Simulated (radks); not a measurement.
Problem. Successive ionisation energies (eV) of one element, from differences of total energies of ions in their ground configurations, starting at charge 0: 7.457, 16.538, 27.830, 40.452, 54.148, 68.736, 126.24, 144.63, 163.20, 188.19, 208.39, 228.64, 280.53, 305.01, 543.42, 595.12, 648.23, 702.66, 758.29, 832.21, 892.41, 953.91. Calculated with a radial shooting solver on a logarithmic mesh with Libxc functionals: scalar-relativistic Kohn-Sham, PBE, spin-polarised, spherical densities, finite nucleus; open shells are filled with parallel spins first (spin-orbit coupling, left out, can overturn this in heavy ions); Fermi nuclear charge, rms radius 4.4091 fm. Which element is it?

Solution. Molybdenum (Z = 42). The first species listed is Mo in [Kr] 4d5 5s1, the last Mo21+ in [Ar] 3d3.
